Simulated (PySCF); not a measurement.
C₃H₈NO, SMILES C[NH+](C)C=O, charge +1. Geometry: PBE-D3(BJ)/def2-SVP. The isomer is the one that the SMILES or the coordinates give; other isomers of the formula were not compared. One conformer was computed; it need not be the lowest.

Task: Give the equilibrium geometry at PBE-D3(BJ)/def2-SVP (PySCF confirms it by a frequency run) as Cartesian coordinates in Å. (Estimate from the structure and the level; the computed values follow.)

Result: This is not unique; one that fits is 
```xyz
13

C     -0.4593     1.6290    -0.3160
N     -0.2675     0.3244     0.4105
C     -1.3370    -0.6864     0.1290
C      1.1605    -0.2401     0.1029
O      1.2872    -1.3207    -0.3590
H     -0.4623     1.4284    -1.4032
H      0.3634     2.3212    -0.0561
H     -1.4262     2.0680    -0.0100
H     -0.2650     0.5309     1.4298
H     -1.3280    -0.9195    -0.9505
H     -1.1293    -1.6050     0.7055
H     -2.3104    -0.2545     0.4219
H      1.9478     0.5106     0.3654
```
Charge +1, spin multiplicity 1.
